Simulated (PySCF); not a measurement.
Cost of one run: shielding job, `C(B)#CC#C`.

Method: GIAO PBE/pcSseg-1 NMR shielding, non-relativistic, gas phase (PySCF 2.14.0, density-fitted response routines). Geometry: GFN2-xTB. Work: shieldings, charges and field gradients, density fitting. The input is one job of a driver script: a line of settings, then coordinates in Å.

Command:
```bash
OMP_NUM_THREADS=1 python probes_run.py task.json out
```

Input:
```
{"job": {"kind": "nmr", "xc": "PBE", "basis": "pcSseg-1", "pop": true, "scf": {"aux": "def2-qzvpp-jkfit"}}, "charge": 0, "multiplicity": 1}
B      2.316906     0.094323     0.086225
C      0.842370     0.033982     0.270526
C     -0.366705    -0.013454     0.422259
C     -1.709417    -0.067205     0.590216
C     -2.905776    -0.117108     0.739912
H      2.832243     1.129063    -0.097780
H      2.944653    -0.892789     0.127183
H     -3.945217    -0.157400     0.871729
```

Hardware: one thread, AMD EPYC 7R32 (x86_64), shared host. PySCF's memory limit was set to 1200 MB.

How large is the basis?

100 functions for 32 electrons, with 429 fitting functions; the fitted three-index integrals, 429 × 100 × 101/2 numbers of 8 bytes, come to 17 MiB.

What wall time should be expected on this hardware?

About 7.0 s. The SCF took 11 cycles.

Estimate the peak memory.

About 0.37 GiB. Peak memory is the resident size of the whole Python process, interpreter and libraries included.

The SCF part of the output:
```
final grid: 72160 points
cycle   1  E = -178.6217052671  dE =  5.345e-01  |g| = 4.191e-01  |ddm| = 3.059e+00
cycle   2  E = -178.5523604547  dE =  6.934e-02  |g| = 6.168e-01  |ddm| = 1.009e+00
cycle   3  E = -178.6008902647  dE = -4.853e-02  |g| = 4.676e-01  |ddm| = 8.188e-01
cycle   4  E = -178.6715267639  dE = -7.064e-02  |g| = 4.892e-02  |ddm| = 4.050e-01
cycle   5  E = -178.6718628852  dE = -3.361e-04  |g| = 3.899e-02  |ddm| = 7.309e-02
cycle   6  E = -178.6721722628  dE = -3.094e-04  |g| = 2.011e-02  |ddm| = 3.972e-02
cycle   7  E = -178.6722980160  dE = -1.258e-04  |g| = 2.404e-03  |ddm| = 1.809e-02
cycle   8  E = -178.6722993583  dE = -1.342e-06  |g| = 9.993e-04  |ddm| = 2.625e-03
cycle   9  E = -178.6722996626  dE = -3.043e-07  |g| = 1.566e-04  |ddm| = 1.163e-03
cycle  10  E = -178.6722996709  dE = -8.315e-09  |g| = 2.412e-05  |ddm| = 2.140e-04
cycle  11  E = -178.6722996711  dE = -1.827e-10  |g| = 3.710e-06  |ddm| = 2.592e-05
converged SCF energy = -178.6722996711
```

Times come from a shared host and carry two figures at best.
